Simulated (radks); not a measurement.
Task: The krypton ion Kr27+, 9 electrons, occupied as [He] 2s2 2p5 (the NIST ground configuration). Method: non-relativistic Kohn-Sham, LB94 model potential, spin-polarised, spherical densities, point nucleus; open shells are filled with parallel spins first; computed with a radial shooting solver on a logarithmic mesh with Libxc functionals. Some entries of the table are withheld. Estimate them.

orbital,occ.,eigenvalue (eV),r(max) (bohr)
1s down,1,-15489.32,(1)
1s up,1,-15487.61,(2)
2s up,1,(3),0.1558
2s down,1,(4),0.1559
2p up,3,-3052.436,(5)
2p down,2,-3042.378,(6)

Result: 
(1) 1s down r(max) (bohr): 0.02803
(2) 1s up r(max) (bohr): 0.02803
(3) 2s up eigenvalue (eV): -3197.263
(4) 2s down eigenvalue (eV): -3187.325
(5) 2p up r(max) (bohr): 0.1224
(6) 2p down r(max) (bohr): 0.1224
